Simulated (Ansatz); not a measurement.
C3H5, doublet, geometry from GFN2-xTB; BCCD/def2-SVP in Ansatz (an electronic-structure program).

The Ansatz input:
Ansatz 0.2 input:
```yaml
crystal:
  periodic: [false, false, false]
  atoms:
    - {symbol: C, position_ang: [-0.01011930, 0.88481522, -0.03777061]}
    - {symbol: C, position_ang: [0.76315111, -0.35067630, 0.05689274]}
    - {symbol: C, position_ang: [-0.75522711, -0.36829202, 0.05102229]}
    - {symbol: H, position_ang: [-0.01634672, 1.66492132, -0.76796371]}
    - {symbol: H, position_ang: [1.31462689, -0.70645278, -0.80771786]}
    - {symbol: H, position_ang: [1.25200813, -0.59394256, 0.99113267]}
    - {symbol: H, position_ang: [-1.24551713, -0.62291802, 0.98147659]}
    - {symbol: H, position_ang: [-1.29159938, -0.73668936, -0.81779420]}
basis:
  gaussian:
    orbitals: def2-SVP
magnetization: {spin_polarized: true, initial_magnetization: 1}
correlation: {method: bccd}
```

The log (banner, timings and long lists left out):

```
Functional definition: HF
695 factors; integrals over basis functions are off by at most 1.3e-3 eV
mean field evaluation 1: about -3163.5312 eV, gradient 1.7e1 eV
mean field evaluation 2: about -3163.5363 eV, gradient 1.7e1 eV
mean field evaluation 4: about -3165.5229 eV, gradient 2.4e0 eV
mean field evaluation 8: about -3165.5848 eV, gradient 3.1e-3 eV
mean field evaluation 16: about -3165.5785 eV, gradient 2.9e-1 eV
mean field -3165.58484930 eV, -116.3330975014 hartree, gradient 2.7e-6 eV, S^2 0.760356; 0 other end points of the search recorded, 0 dependent functions left out
3 core orbitals not correlated
reference -3165.58484930 eV, -116.3330975014 hartree; 9, 8 occupied and 55, 56 virtual orbitals, 695 factors
second order -10.57875972 eV of doubles, -0.00000000 eV of singles
cycle   1  -11.27095476 eV  change   -6.9e-1 eV  update   6.5e-2
cycle   2  -11.56119797 eV  change   -2.9e-1 eV  update   2.2e-2
cycle   3  -11.60253824 eV  change   -4.1e-2 eV  update   9.5e-3
cycle   4  -11.60167684 eV  change    8.6e-4 eV  update   4.1e-3
cycle   5  -11.60033623 eV  change    1.3e-3 eV  update   1.7e-3
cycle   6  -11.60005506 eV  change    2.8e-4 eV  update   6.9e-4
cycle   7  -11.59994991 eV  change    1.1e-4 eV  update   2.6e-4
cycle   8  -11.59998638 eV  change   -3.6e-5 eV  update   1.2e-4
cycle   9  -11.59997661 eV  change    9.8e-6 eV  update   4.8e-5
cycle  10  -11.59998134 eV  change   -4.7e-6 eV  update   1.5e-5
Total energy: -3177.18483064 eV, -116.7593889529 hartree
```
